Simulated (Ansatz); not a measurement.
Mulliken charges of C2H2FNOZn (`N=C1O[CH]1[Zn][F]`) from r2SCAN/def2-TZVPP in Ansatz (PBE0-D4/def2-TZVP geometry).

| atom | x (Å) | y (Å) | z (Å) | charge (e) |
| --- | --- | --- | --- | --- |
| N1 | 1.951 | -0.508 | 0.486 | -0.333 |
| C2 | 0.819 | -0.530 | -0.030 | 0.177 |
| O3 | 0.194 | -0.681 | -1.203 | -0.283 |
| C4 | -0.604 | -0.423 | 0.066 | 0.115 |
| Zn5 | -1.499 | 1.272 | 0.175 | 0.562 |
| F6 | -2.326 | 2.805 | 0.269 | -0.465 |
| H7 | 2.682 | -0.667 | -0.206 | 0.163 |
| H8 | -1.124 | -1.324 | 0.387 | 0.065 |

By hand: the dipole of these point charges (1 e Å = 4.8032 D).

Σ q r = (-0.026, -0.565, 0.146) e Å, of length 0.584 e Å = 2.81 D.

How does the dipole of the full density compare? (Estimate.)

The calculation gave: (-0.091, -0.398, -0.096) e Å, 2.01 D; the point charges give 1.40 times that, at 30° from its direction.

Point charges leave out the atoms' own dipoles, such as those of lone pairs, and Mulliken's split depends on the basis, so the two needn't agree.
